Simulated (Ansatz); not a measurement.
Calculated with Ansatz (gas phase, PBE0-D4/def2-TZVP geometries, no zero-point term in ΔE). CBS: MP2 limit from def2 TZ/QZ plus the TZ coupled-cluster correction, frozen cores. This one scheme is used for every species. DFT in def2-TZVPP. HSE06 is defined as in plane-wave codes. Elements past krypton have def2 core potentials. For I outer-core shells are correlated without core-valence functions, which leaves a few kJ/mol of doubt a bond. Each species was taken in one conformer, which may not be the lowest.

`O[SiH](F)I` + H₂S → `F[SiH](S)I` + H₂O  (ligand exchange at the Si–O bond)

| level | ΔE (kJ/mol) | difference from CCSD(T)/CBS |
| --- | --- | --- |
| HSE06-D4 | 43.1 | -5.9 |
| ωB97X-V | 53.9 | 4.9 |
| PBE0 | 46.4 | -2.6 |
| HSE06 | 46.1 | -2.9 |
| BHLYP | 64.1 | 15.1 |
| CAM-B3LYP | 64.1 | 15.1 |
| RPA@PBE/def2-TZVPP | 56.2 | 7.2 |
| MP2/def2-TZVPP | 50.8 | 1.8 |
| MP2/def2-QZVPP | 47.8 | -1.2 |
| HF/CBS(def2) | 72.9 | 23.9 |
| CCSD(T)/CBS | 49.0 | 0 |

Largest T1 diagnostic among the species: 0.010.

At CCSD(T), def2-SVP lies +6.4 kJ/mol from the extrapolated value and def2-TZVPP +5.8 kJ/mol. From BLYP to BHLYP (50 % exact exchange), in def2-TZVPP and without D4, ΔE moves by +6.7 kJ/mol. In def2-TZVPP, CCSD(T) changes the Hartree–Fock value by −17.1 kJ/mol (the triples alone add −3.3 kJ/mol) and MP2 by −21.1 kJ/mol.
